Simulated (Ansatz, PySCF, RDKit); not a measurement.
Complex: H2 (SMILES [H][H]) (first 2 atoms) with Si2H6 (SMILES [SiH3][SiH3]); geometry from B3LYP-D3(BJ)/def2-TZVP, rigid monomers moved along the line of their centres of mass till H2···Si4 is 3.19 Å.
(charge 0, multiplicity 1):
| atom | x (Å) | y (Å) | z (Å) |
|---|---|---|---|
| H | 0.5567 | -0.7627 | 0.0531 |
| H | -0.0982 | -0.5764 | -0.2471 |
| Si | 1.0454 | -0.2174 | 3.3400 |
| Si | -1.1029 | 0.3840 | 2.6198 |
| H | 1.8436 | -0.7575 | 2.2128 |
| H | 0.9595 | -1.2546 | 4.3970 |
| H | 1.7499 | 0.9648 | 3.8935 |
| H | -1.0245 | 1.4286 | 1.5704 |
| H | -1.8874 | 0.9168 | 3.7608 |
| H | -1.8127 | -0.7943 | 2.0664 |

Counterpoise-corrected where a basis set is named; no monomer relaxation. Rows marked so take none. RDKit's UFF carries no charges.

Rows in 6-31G* carry no dispersion term and start afresh at each structure (6-31G* with six Cartesian d functions).

Codes used: Ansatz (Gaussian orbitals); PySCF for 6-31G* rows, the dispersion terms; RDKit for the force fields. Each number belongs to the level named beside it.

One of these levels gives 0.85 kcal/mol for the interaction energy. Name it.
A. B3LYP/6-31G* (no counterpoise)
B. UFF
C. r2SCAN-D4/def2-TZVPPD

A, B3LYP/6-31G* (no counterpoise). The others give -0.57 (UFF), 0.05 (r2SCAN-D4/def2-TZVPPD)

Ansatz is a quantum-chemistry and plane-wave program.
